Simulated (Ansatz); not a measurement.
Basis-set series for C$_{3}$H$_{10}$BNSi (`BN(C=C)[SiH2]C`). Total charge 0; spin multiplicity 1. The structure was optimised at the PBE0-D4/def2-TZVP level. It is one conformer, not always the lowest.

| functional | basis | functions | energy (Eh) | HOMO (eV) | LUMO (eV) |
| --- | --- | --- | --- | --- | --- |
| PBE0-D4 | def2-SVP | 138 | -488.86104 | -6.90 | -0.43 |
| PBE0-D4 | def2-QZVPP | 655 | -489.20563 | -6.96 | -0.66 |
| ωB97M-V | def2-SVP | 138 | -489.08564 | -9.08 | 1.61 |
| ωB97M-V | def2-QZVPP | 655 | -489.44254 | -9.14 | 1.02 |

Problem. Give the rows for def2-TZVPP. (Estimate.)

Solution. Computed: 
| functional | basis | functions | energy (Eh) | HOMO (eV) | LUMO (eV) |
| --- | --- | --- | --- | --- | --- |
| PBE0-D4 | def2-TZVPP | 337 | -489.18403 | -6.95 | -0.61 |
| ωB97M-V | def2-TZVPP | 337 | -489.42229 | -9.13 | 1.22 |

Positive LUMOs are unbound and depend on the basis.
